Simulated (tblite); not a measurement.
Question: Give a GFN2-xTB geometry of InChI=1S/C2H12NSi3/c1-3-6-5-2-4/h3,6H,2,5H2,1,4H3. (Doublet state.)

Answer: 
```
atom  x, y, z in Å
C1    -2.0408   -1.2458   -0.1297
N2    -2.3721    0.1532   -0.1623
Si3   -1.2184    1.4374   -0.0277
Si4    0.4792    1.1573   -1.5386
C5     2.0629    0.6916   -0.5763
Si6    2.0250   -0.9314    0.3973
H7    -2.0535   -1.6583    0.8865
H8    -1.0418   -1.3873   -0.5387
H9    -2.7488   -1.8170   -0.7365
H10   -3.3193    0.3195    0.1417
H11   -2.1427    2.5803   -0.1834
H12    0.7523    2.4456   -2.2039
H13    0.3866    0.1949   -2.6539
H14    2.3010    1.5048    0.1113
H15    2.8882    0.6536   -1.2883
H16    3.3157   -1.1769    1.0487
H17    0.9773   -0.8663    1.4229
H18    1.7405   -2.0489   -0.5103
```

Any rigid rotation of these coordinates is as good. Atoms count from 1 in this order. Si3 (silicon bonded to N, Si and H) is pyramidal (angles 119.3°, 110.6° and 98.5°, sum 328.4°, 0.59 Å off the plane of its three neighbours). N2 (nitrogen bonded to C, Si and H) has angles 124.5°, 118.7° and 111.7°, sum 354.9°, 0.18 Å off the plane of its three neighbours. Of the pairs four or more bonds apart, Si4···H8 is among the closest relative to their van der Waals radii: 3.13 Å, 95 % of the sum of Bondi's values. Si6 (silicon bonded to C and 3 H) is tetrahedral (angles from 108.5° to 110.8°).

Bonds between heavy atoms (Å): C1–N2 1.438, N2–Si3 1.732, Si3–Si4 2.290, Si4–C5 1.911, C5–Si6 1.893.

Computed geometry: GFN2-xTB, gas phase. This method treats the open shell by occupation alone, without spin polarisation.

Point group: C1 (no symmetry element, even within 0.4 Å). Its GFN2-xTB frequencies are all real (lowest 48 cm⁻¹). Torsions: C1–N2–Si3–Si4 52°, N2–Si3–Si4–C5 -110°, Si3–Si4–C5–Si6 63°.

One conformer stands for the species.
